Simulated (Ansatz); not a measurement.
Task: Predict a relaxed structure of [AlBrH3]- (AlH3Br⁻), charge -1, singlet, at PBE0-D4/def2-TZVPD (Ansatz).

Result: 
```xyz
5

Al   -0.015   -0.143   -0.148
Br    0.157    1.537    1.590
H     1.505   -0.521   -0.579
H    -0.848    0.534   -1.367
H    -0.799   -1.407    0.504
```
Point group C3v (tolerance 0.1 Å). This is one stationary point.
